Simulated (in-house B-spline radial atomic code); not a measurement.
Results of a calculation; reference values are marked as such.
From levels and matrix elements to observables: Sb40+

One electron outside the [He] 2s2 2p6 core, from an all-electron radial atomic-structure program (B-spline basis): Brueckner orbitals with a screened correlation potential on Dirac-Hartree-Fock, Breit and QED terms for the lowest states, dipole elements in length form with static core polarisation. The core's own polarisability, by RPA, is 0.0002445 bohr³.

| state | removal energy (cm⁻¹) | size of the reduced dipole element to 3s1/2 (a.u.) |
| --- | --- | --- |
| 3s1/2 | 23387542 | - |
| 4s1/2 | 12712155 | - |
| 3p1/2 | 22643439 | 0.2249 |
| 3p3/2 | 22110742 | 0.324 |
| 4p1/2 | 12404985 | 0.08447 |
| 4p3/2 | 12188655 | 0.1051 |

Use R = 109737.3 cm⁻¹, 1 hartree = 219474.6 cm⁻¹, c = 137.036 and 1 a.u. of rate = 4.1341e16 s⁻¹.

(1) Find the quantum defects of the two s states and predict 5s1/2.

(2) What are the wavelength, oscillator strength and rate of 3s1/2–3p3/2?

## Answers

(1) With n* = 41 √(R/E): 3s1/2 has n* = 2.8085, δ = 0.1915; 4s1/2 has n* = 3.8094, δ = 0.1906. Ritz's form δ = δ0 + b/n*² gives b = 0.015, δ0 = 0.1896, so with n* ≈ 5 − 0.1906, δ = 0.1902 and E = R × 41²/(5 − 0.1902)² = 7974013 cm⁻¹. The program finds 7980699 cm⁻¹.

(2) ΔE = 1276800 cm⁻¹ = 5.81753 hartree, λ = 7.8321 nm in vacuum. f = (2/3) ΔE D²/(2j + 1 of the lower state) = (2/3) × 5.81753 × 0.324²/2 = 0.2036. A = (4/3) ΔE³ D²/(c³ (2j' + 1)) = 2.6772e-06 a.u. = 1.107e+11 s⁻¹, a partial lifetime of 0.009035 ns.
